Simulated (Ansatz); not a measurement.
The cluster GeCl2. The state is a triplet with charge 0. Geometry PBE-D4/def2-TZVPD, that of the charge -1 doublet; atoms count from 1.

| atom | x (Å) | y (Å) | z (Å) |
| --- | --- | --- | --- |
| Ge1 | 0.257 | -0.443 | -0.872 |
| Cl2 | -1.671 | -0.698 | 0.449 |
| Cl3 | 1.414 | 1.142 | 0.423 |

At PBE0-D4/def2-TZVPD a singlet of charge 0 lies 2.76 eV below the triplet at the same geometry. The structure comes from a short search, and lower isomers may exist.

Question: Estimate the Mulliken populations from the PBE0/def2-TZVPD orbitals of Ansatz.

Answer: 
```json
{"atom": "Ge1", "charge (e)": "0.52", "spin (α − β)": "1.43"}
{"atom": "Cl2", "charge (e)": "-0.26", "spin (α − β)": "0.29"}
{"atom": "Cl3", "charge (e)": "-0.26", "spin (α − β)": "0.29"}
```
Mulliken values and Mayer orders depend strongly on the basis. With diffuse functions, as here, like atoms can get unlike values, and bond orders can come out too low or too high.

Question: Where does the spin sit?

Answer: Summed by element: Ge 1.43, Cl 0.57, of 2 unpaired in all. Largest on single atoms: Ge1 1.43, Cl3 0.29, Cl2 0.29.

Question: And the Mayer bond orders between bonded heavy atoms (over 0.3)?

Answer: Ge1–Cl2 0.88 (2.35 Å); Ge1–Cl3 0.88 (2.35 Å).
